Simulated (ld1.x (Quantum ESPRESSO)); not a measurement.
## Reading a pseudo-wave (Ca)

Columns: radius, all-electron u(r) and pseudo u(r) of the 3d shell (level -1.96 eV) of calcium in the configuration [Ne] 3s2 3p6 3d0 4s2 4p0; PBEsol, scalar-relativistic, TM semilocal scheme, ld1.x (Quantum ESPRESSO) 7.5.

```json
{"r (bohr)": "0.105", "all-electron": "0.0185", "pseudo": "0.0026"}
{"r (bohr)": "0.210", "all-electron": "0.0861", "pseudo": "0.0197"}
{"r (bohr)": "0.315", "all-electron": "0.1807", "pseudo": "0.0621"}
{"r (bohr)": "0.420", "all-electron": "0.2795", "pseudo": "0.1335"}
{"r (bohr)": "0.525", "all-electron": "0.3697", "pseudo": "0.2297"}
{"r (bohr)": "0.630", "all-electron": "0.4463", "pseudo": "0.3397"}
{"r (bohr)": "0.735", "all-electron": "0.5082", "pseudo": "0.4488"}
{"r (bohr)": "0.840", "all-electron": "0.5550", "pseudo": "0.5433"}
{"r (bohr)": "0.945", "all-electron": "0.5881", "pseudo": "0.6139"}
{"r (bohr)": "1.050", "all-electron": "0.6095", "pseudo": "0.6572"}
{"r (bohr)": "1.155", "all-electron": "0.6214", "pseudo": "0.6756"}
{"r (bohr)": "1.260", "all-electron": "0.6257", "pseudo": "0.6749"}
{"r (bohr)": "1.365", "all-electron": "0.6240", "pseudo": "0.6619"}
{"r (bohr)": "1.470", "all-electron": "0.6178", "pseudo": "0.6429"}
{"r (bohr)": "1.575", "all-electron": "0.6083", "pseudo": "0.6223"}
{"r (bohr)": "1.680", "all-electron": "0.5962", "pseudo": "0.6026"}
{"r (bohr)": "1.785", "all-electron": "0.5825", "pseudo": "0.5846"}
{"r (bohr)": "1.890", "all-electron": "0.5675", "pseudo": "0.5680"}
{"r (bohr)": "1.995", "all-electron": "0.5520", "pseudo": "0.5520"}
{"r (bohr)": "2.100", "all-electron": "0.5361", "pseudo": "0.5361"}
{"r (bohr)": "2.205", "all-electron": "0.5201", "pseudo": "0.5201"}
{"r (bohr)": "2.310", "all-electron": "0.5044", "pseudo": "0.5044"}
{"r (bohr)": "2.415", "all-electron": "0.4890", "pseudo": "0.4890"}
{"r (bohr)": "2.520", "all-electron": "0.4741", "pseudo": "0.4741"}
{"r (bohr)": "2.625", "all-electron": "0.4596", "pseudo": "0.4596"}
{"r (bohr)": "2.730", "all-electron": "0.4457", "pseudo": "0.4457"}
```

(1) How many radial nodes do the two functions have?

(2) At about which radius was the pseudo-wave matched?

(3) Where does each function peak?

(4) Is the pseudo-wave norm-conserving?

Answers

(1) The all-electron 3d function has n − l − 1 = 0; the pseudo-wave has 0.

(2) 2.10 bohr. The columns agree to 0.0005 from 1.89 bohr on; several derivatives are matched, so the curves merge somewhat inside the radius.

(3) Outermost all-electron maximum near 1.26 bohr, pseudo maximum near 1.16 bohr (to the table’s step).

(4) Yes: the TM semilocal scheme keeps the norm inside the radius equal to the all-electron one, which fixes the energy derivative of the logarithmic derivative at the level.
